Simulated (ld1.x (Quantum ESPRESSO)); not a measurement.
**Debugging a pseudopotential input (Tb, ld1.x (Quantum ESPRESSO) 7.5)**

Command:

```bash
ld1.x < Tb.in > Tb.out
```

Input:

```
&input
   title='Tb', zed=65., rel=3, dft='PZ', iswitch=3,
   config='[Xe] 4f9 5d0 6s2 6p0',
   nld=4, rlderiv=3.60, eminld=-5.0, emaxld=5.0, deld=0.02
 /
 &inputp
   pseudotype=2, tm=.false., lloc=0,
   nlcc=.true., rcore=0.70,
   file_pseudopw='Tb.UPF', file_wfcaegen='ae.wfc', file_wfcncgen='nc.wfc', file_beta='beta', file_chi='chi'
 /
4
5P  2  1   6.00   0.00  1.65  1.65  0.0
5D  3  2   0.00   0.00  3.30  3.30  0.0
4F  4  3   9.00   0.00  1.40  1.40  0.0
5S  1  0   2.00   0.00  1.60  1.60  0.0
 &test
   configts(1)='4f9 5s2 5p6 5d0 6s2 6p0'
 /
```

Output:

```
Program LD1 v.7.5

 %%%%%%%%%%%%%%%%%%%%%%%%%%%%%%%%%%%%%%%%%%%%%%%%%%%%%%%%%%%%%%%%%%%%%%%%%%%%%%
     Error in routine ld1_readin (1):
     wrong rel
 %%%%%%%%%%%%%%%%%%%%%%%%%%%%%%%%%%%%%%%%%%%%%%%%%%%%%%%%%%%%%%%%%%%%%%%%%%%%%%

     stopping ...
```

Problem. This input was made by a single change from one that runs to its end. What was changed?

Solution. The change: rel changed from 1 to 3. The program refuses the input: "ld1_readin: wrong rel".
